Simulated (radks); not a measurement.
Charge is removed step by step from the 2p3/2 level of neutral zinc, starting from [He] 2s2 2p(1/2: 2, 3/2: 4) 3s2 3p6 3d10 4s2. Calculated with a radial shooting solver on a logarithmic mesh with Libxc functionals: Dirac Kohn-Sham, PBE, spin-unpolarised, spherical densities, finite nucleus; Fermi nuclear charge, rms radius 3.9283 fm.

[
 {"removed (e)": "0", "E - E(0) (eV)": "0.000", "eigenvalue (eV)": "-995.80", "E minus straight line (eV)": "0.000"},
 {"removed (e)": "0.125", "E - E(0) (eV)": "124.95", "eigenvalue (eV)": "-1003.4", "E minus straight line (eV)": "-3.427"},
 {"removed (e)": "0.25", "E - E(0) (eV)": "250.85", "eigenvalue (eV)": "-1011.1", "E minus straight line (eV)": "-5.898"},
 {"removed (e)": "0.375", "E - E(0) (eV)": "377.73", "eigenvalue (eV)": "-1018.9", "E minus straight line (eV)": "-7.401"},
 {"removed (e)": "0.5", "E - E(0) (eV)": "505.58", "eigenvalue (eV)": "-1026.8", "E minus straight line (eV)": "-7.924"},
 {"removed (e)": "0.625", "E - E(0) (eV)": "634.42", "eigenvalue (eV)": "-1034.7", "E minus straight line (eV)": "-7.457"},
 {"removed (e)": "0.75", "E - E(0) (eV)": "764.27", "eigenvalue (eV)": "-1042.8", "E minus straight line (eV)": "-5.988"},
 {"removed (e)": "0.875", "E - E(0) (eV)": "895.12", "eigenvalue (eV)": "-1050.9", "E minus straight line (eV)": "-3.506"},
 {"removed (e)": "1", "E - E(0) (eV)": "1027.0", "eigenvalue (eV)": "-1059.2", "E minus straight line (eV)": "0.000"}
]

Removing the whole electron costs 1027.0 eV by Delta-SCF, against 995.80 eV from minus the eigenvalue at the starting occupation. Slater's transition state (half an electron removed) gives 1026.8 eV. Integrating minus the eigenvalue over the occupation (Janak's theorem) gives 1027.0 eV. The mean slope of the eigenvalue, de/dn, is 63.4 eV per electron.
